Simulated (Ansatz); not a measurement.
Coupled-cluster run, ClHInS (`[SH][In][Cl]`) radical.

```yaml
crystal:
  periodic: [false, false, false]
  atoms:
    - {symbol: S, position_ang: [-1.358506, 0.036699, -0.523008]}
    - {symbol: In, position_ang: [0.934726, 0.261962, 0.247500]}
    - {symbol: Cl, position_ang: [1.895785, -1.672436, 1.193712]}
    - {symbol: H, position_ang: [-1.416505, 1.313374, -0.938504]}
basis:
  gaussian: {orbitals: def2-QZVPP}
magnetization: {spin_polarized: true, initial_magnetization: 1}
correlation: {method: ccsd_t}
scf: {omitted_lower_state_checks: [cluster_reference]}
```

```sh
$ ansatz run in.yaml --threads 2 --pin off --events-out ev --progress --plain --max-ram 32768MiB --backend cuda --devices 0, --max-vram 18GiB
```

Output of Ansatz, abridged:

```
Functional definition: HF
1538 factors; integrals over basis functions are off by at most 8.4e-4 eV
mean field evaluation 1: about -28487.4777 eV, gradient 1.4e1 eV
mean field evaluation 2: about -28487.4820 eV, gradient 1.4e1 eV
mean field evaluation 4: about -28489.1395 eV, gradient 2.1e0 eV
mean field evaluation 8: about -28489.2518 eV, gradient 2.0e-1 eV
mean field -28489.25357582 eV, -1046.9607582018 hartree, gradient 2.6e-6 eV, S^2 0.766246; 0 other end points of the search recorded, 0 dependent functions left out
14 core orbitals not correlated: weight in the atoms' cores, before any rotation towards them, 1.000 or more for the frozen orbitals, at most 0.000 for the correlated occupied ones
reference -28489.25357582 eV, -1046.9607582018 hartree; 14, 13 occupied and 224, 225 virtual orbitals, 1538 factors
second order -23.00524960 eV of doubles, -0.00000000 eV of singles
cycle   1  -22.49257602 eV  change    5.1e-1 eV  update   1.0e-1
cycle   2  -22.96982239 eV  change   -4.8e-1 eV  update   3.1e-2
cycle   3  -23.07225860 eV  change   -1.0e-1 eV  update   2.2e-2
cycle   4  -23.05373081 eV  change    1.9e-2 eV  update   8.7e-3
cycle   5  -23.04939780 eV  change    4.3e-3 eV  update   4.3e-3
cycle   6  -23.05203547 eV  change   -2.6e-3 eV  update   1.6e-3
cycle   7  -23.05200428 eV  change    3.1e-5 eV  update   7.4e-4
cycle   8  -23.05202016 eV  change   -1.6e-5 eV  update   3.2e-4
cycle   9  -23.05217438 eV  change   -1.5e-4 eV  update   1.6e-4
cycle  10  -23.05204489 eV  change    1.3e-4 eV  update   6.7e-5
cycle  11  -23.05207874 eV  change   -3.4e-5 eV  update   3.6e-5
cycle  12  -23.05210635 eV  change   -2.8e-5 eV  update   1.3e-5
perturbative correction -0.91701802 eV, -0.0336997906 hartree
Total energy: -28513.22270020 eV, -1047.8416072757 hartree
Checks for a lower state left out: cluster_reference
```

Hardware: 2 threads of an AMD EPYC 7R13 on a shared host and a share of an NVIDIA H100 80 GB. Wall time 8.5 s, peak host memory 0.87 GiB.

The correlation energy is -23.969 eV, 3.8 % of it from (T); the T1 diagnostic reads 0.0179.
